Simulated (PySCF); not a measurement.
TDDFT excited states: C5H9BO2

Species: C5H9BO2.
Z-matrix (Å and degrees, PBE0-D3(BJ)/def2-SVP geometry), rows numbered from 1:
```
O 
B   1  1.3603
O   2  1.3693  1  117.42
C   2  1.5777  1  119.53  3   177.13
C   4  1.5574  2  120.08  1     3.48
C   5  1.5249  4   89.98  2  -116.09
C   6  1.4964  5  110.62  4    56.86
C   7  1.4977  6   60.86  5   -78.21
H   1  0.9641  2  111.27  3    -0.27
H   3  0.9607  2  112.77  1   178.56
H   4  1.1026  2  111.30  1   134.94
H   5  1.0989  4  111.90  2   129.44
H   5  1.1014  4  116.49  2     3.42
H   6  1.0934  5  125.36  4  -141.34
H   7  1.0964  6  120.12  8   110.30
H   7  1.0933  6  115.26  8  -106.09
H   8  1.0938  4  125.38  2   -97.09
```

Computed with PySCF, TDDFT B3LYP/def2-SVPD, vertical, gas phase, core orbitals frozen in the response.

Question: What does the calculation give for the low-lying excited states?

Answer: 

```csv
state,E (eV),ν̃ (cm⁻¹),f,|μ| (D),"main configurations (H = HOMO, L = LUMO)"
S1,6.04,48730,0.0082,0.60,H→L (97%)
S2,6.67,53770,0.030,1.09,"H→L+1 (76%), H→L+2 (11%), H→L+3 (8%)"
S3,6.78,54710,0.0028,0.33,H-1→L (94%)
S4,6.85,55220,0.0051,0.44,H→L+2 (84%)
S5,7.05,56840,0.011,0.66,"H→L+3 (81%), H→L+1 (12%)"
S6,7.40,59670,0.0012,0.21,"H-1→L+1 (56%), H→L+4 (30%)"
S7,7.41,59770,0.0034,0.35,"H→L+4 (65%), H-1→L+1 (29%)"
S8,7.50,60500,0.019,0.82,H-2→L (95%)
S9,7.56,60950,0.0004,0.11,H-1→L+2 (90%)
S10,7.77,62700,0.0015,0.23,"H-3→L (67%), H-4→L (21%)"
```

Triplets (Tamm–Dancoff): T1 5.97 eV, H→L (93%); T2 6.41 eV, H→L+1 (59%), H→L+3 (24%); T3 6.70 eV, H→L+2 (87%); T4 6.73 eV, H-1→L (93%).

The lowest singlet comes at 205 nm (583 kJ/mol) in the ultraviolet; it is weak; its leading configuration is HOMO→LUMO (97%). The most intense listed level is S2 at 6.67 eV (186 nm, f = 0.030), 0.63 eV above S1. Löwdin shares by element: HOMO carbon 72% or more (atoms not listed hold the other 28%); LUMO boron 36%, oxygen 26%, hydrogen 13% or more (atoms not listed hold the other 25%). The oscillator strengths of these states sum to 0.083; summed over the whole spectrum of an exact calculation they would give the number of electrons, 60 (Thomas–Reiche–Kuhn). The listed states span 1.73 eV, and the widest gap between neighbours is 0.63 eV (S1 to S2). Orbital energies (eV): HOMO-3 -8.98, HOMO-2 -8.48, HOMO-1 -7.71, HOMO -7.00, LUMO -0.20, LUMO+1 0.52, LUMO+2 0.78. No computed singlet lies in the visible range (380 to 750 nm); the lowest, at 205 nm, stands 2.78 eV above its violet end (3.26 eV). The vertical ionisation energy (ΔSCF) is 9.18 eV, 1.40 eV above S10. Only the lowest 10 singlets were computed, as vertical energies without vibronic structure.

One conformer stands for the species.
